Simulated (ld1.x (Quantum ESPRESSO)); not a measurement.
## An all-electron radial function and its pseudo partner (Ti (Z = 22))

Columns: radius, all-electron u(r) and pseudo u(r) of the 3p shell (level -39.21 eV) of titanium in the configuration [Ne] 3s2 3p6 3d2 4s1.75 4p0.25; PBE, scalar-relativistic, TM scheme, ld1.x (Quantum ESPRESSO) 7.5.

```json
{"r (bohr)": "0.130", "all-electron": "0.4846", "pseudo": "-0.0509"}
{"r (bohr)": "0.260", "all-electron": "0.3865", "pseudo": "-0.1952"}
{"r (bohr)": "0.390", "all-electron": "-0.0813", "pseudo": "-0.4078"}
{"r (bohr)": "0.520", "all-electron": "-0.5321", "pseudo": "-0.6476"}
{"r (bohr)": "0.650", "all-electron": "-0.8383", "pseudo": "-0.8598"}
{"r (bohr)": "0.780", "all-electron": "-0.9941", "pseudo": "-0.9945"}
{"r (bohr)": "0.910", "all-electron": "-1.0337", "pseudo": "-1.0335"}
{"r (bohr)": "1.040", "all-electron": "-0.9972", "pseudo": "-0.9972"}
{"r (bohr)": "1.170", "all-electron": "-0.9177", "pseudo": "-0.9177"}
{"r (bohr)": "1.300", "all-electron": "-0.8183", "pseudo": "-0.8183"}
{"r (bohr)": "1.430", "all-electron": "-0.7137", "pseudo": "-0.7137"}
{"r (bohr)": "1.560", "all-electron": "-0.6126", "pseudo": "-0.6126"}
{"r (bohr)": "1.690", "all-electron": "-0.5197", "pseudo": "-0.5197"}
{"r (bohr)": "1.820", "all-electron": "-0.4369", "pseudo": "-0.4369"}
{"r (bohr)": "1.950", "all-electron": "-0.3648", "pseudo": "-0.3648"}
{"r (bohr)": "2.080", "all-electron": "-0.3029", "pseudo": "-0.3029"}
{"r (bohr)": "2.210", "all-electron": "-0.2506", "pseudo": "-0.2506"}
{"r (bohr)": "2.340", "all-electron": "-0.2066", "pseudo": "-0.2066"}
{"r (bohr)": "2.470", "all-electron": "-0.1698", "pseudo": "-0.1698"}
{"r (bohr)": "2.600", "all-electron": "-0.1394", "pseudo": "-0.1394"}
{"r (bohr)": "2.730", "all-electron": "-0.1142", "pseudo": "-0.1142"}
{"r (bohr)": "2.860", "all-electron": "-0.0934", "pseudo": "-0.0934"}
{"r (bohr)": "2.990", "all-electron": "-0.0762", "pseudo": "-0.0762"}
{"r (bohr)": "3.120", "all-electron": "-0.0622", "pseudo": "-0.0622"}
{"r (bohr)": "3.250", "all-electron": "-0.0507", "pseudo": "-0.0507"}
{"r (bohr)": "3.380", "all-electron": "-0.0412", "pseudo": "-0.0412"}
```

How many radial nodes do the two functions have?

The all-electron 3p function has n − l − 1 = 1; the pseudo-wave has 0, since the states of the same l below it are removed with the core.

Is the pseudo-wave norm-conserving?

Yes: the TM scheme keeps the norm inside the radius equal to the all-electron one, which fixes the energy derivative of the logarithmic derivative at the level.
